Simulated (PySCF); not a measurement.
## Ionisation energy of Re⁵³⁺ by level of theory

Re⁵³⁺ [Ar] 3d4 [3d3/2^4, M_J = 0] → Re⁵⁴⁺ [Ar] 3d3 [3d3/2^3, M_J = 3/2], as a difference of total energies. Computed with PySCF 2.14 in an uncontracted even-tempered set (15 s from 15 bohr⁻², ratio 2.8; 12 p from 19 bohr⁻², ratio 2.8; 8 d from 19 bohr⁻², ratio 2.8; 3 f from 63 bohr⁻², ratio 3), with the two-component X2C-1e Hamiltonian. Correlated levels: [Ne] frozen; the 72 highest virtual spinors dropped. "Screened" scales the spin-orbit matrix elements by Boettger's factors to mimic the two-electron term; Breit and QED terms are absent.

```csv
method,ionisation energy (eV)
GHF (spin-free),5064.6
GMP2 (spin-free),5064.7
GHF (screened spin-orbit),5101.6
GMP2 (screened spin-orbit),5102.5
```

Breit and QED terms and the two-electron picture change are absent.

The spin-free rows relax to the high-spin LS determinant and lack the spin-orbit shift.

The labels give the starting determinants; with spin-orbit coupling the two ends relaxed to ⟨J²⟩ = 0.00, ⟨L²⟩ = 2.46, ⟨S²⟩ = 2.46 and ⟨J²⟩ = 3.76, ⟨L²⟩ = 7.63, ⟨S²⟩ = 2.08.

For comparison: 5099 ± 5 eV (theoretical estimate listed by NIST; NIST Atomic Spectra Database, ionization energies).
